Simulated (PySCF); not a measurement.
Species: C3H6NPSn.
Bonds: Sn1–N2, N2–C3 (aromatic), C3–C4 (aromatic), C4–P5 (aromatic), P5–C6 (aromatic), N2–C6 (aromatic). Hydrogens: H7, H8, H9 on Sn1; H10 on C3; H11 on C4; H12 on C6.

Theory: PBE0-D3(BJ)/def2-SVP geometry optimisation, gas phase, def2 core potentials past Kr (PySCF 2.14.0).

Question: Give the optimised bond lengths and angles.

Answer: 
```json
{"bond": "Sn1–N2", "length (Å)": "2.089"}
{"bond": "N2–C3", "length (Å)": "1.371"}
{"bond": "C3–C4", "length (Å)": "1.372"}
{"bond": "C4–P5", "length (Å)": "1.770"}
{"bond": "P5–C6", "length (Å)": "1.727"}
{"bond": "N2–C6", "length (Å)": "1.363"}
{"bond": "Sn1–H7, Sn1–H8, Sn1–H9", "length (Å)": "1.705"}
{"bond": "C3–H10", "length (Å)": "1.092"}
{"bond": "C4–H11", "length (Å)": "1.091"}
{"bond": "C6–H12", "length (Å)": "1.092"}
```

Bonds in one row agree within 0.01 Å and their mean is given. A selection of angles:
```json
{"angle": "N2–Sn1–H7", "degrees": "104.6"}
{"angle": "N2–Sn1–H8", "degrees": "107.3"}
{"angle": "H7–Sn1–H8", "degrees": "112.6"}
{"angle": "Sn1–N2–C3", "degrees": "123.5"}
{"angle": "Sn1–N2–C6", "degrees": "123.8"}
{"angle": "C3–N2–C6", "degrees": "112.5"}
{"angle": "N2–C3–C4", "degrees": "113.4"}
{"angle": "N2–C3–H10", "degrees": "119.3"}
{"angle": "C4–C3–H10", "degrees": "127.3"}
{"angle": "C3–C4–P5", "degrees": "111.6"}
{"angle": "C3–C4–H11", "degrees": "123.1"}
{"angle": "P5–C4–H11", "degrees": "125.3"}
{"angle": "C4–P5–C6", "degrees": "88.4"}
{"angle": "P5–C6–H12", "degrees": "127.0"}
{"angle": "N2–C6–P5", "degrees": "114.0"}
{"angle": "N2–C6–H12", "degrees": "119.0"}
```

Sn1 (tin bonded to N and 3 H) is distorted tetrahedral (angles from 104.6° to 114.0°). The 2 C–P bonds span 1.727 Å (P5–C6, aromatic) to 1.770 Å (C4–P5, aromatic), a spread of 0.043 Å. N2 (pyrrole-type nitrogen) is planar (angles 123.8°, 123.5° and 112.5°, sum 359.9°, 0.03 Å off the plane of its three neighbours). The 6 heavy atoms lie in one plane (0.019 Å rms). P5 (phosphorus bonded to 2 C) is bent (angle 88.4°). The 5-membered ring N2–C3–C4–P5–C6 has internal angles of 88.4° to 114.0°; it is planar, 0.00 Å rms from its mean plane, widest ring torsion 0°.

Stationary, but not proved a minimum.

The run took 58 s of wall time on an Arm Neoverse V1 with one thread, no GPU, shared host with 32 logical CPUs at a one-minute load of 10, and the process peaked at 0.56 GiB of memory. This is the geometry optimisation.
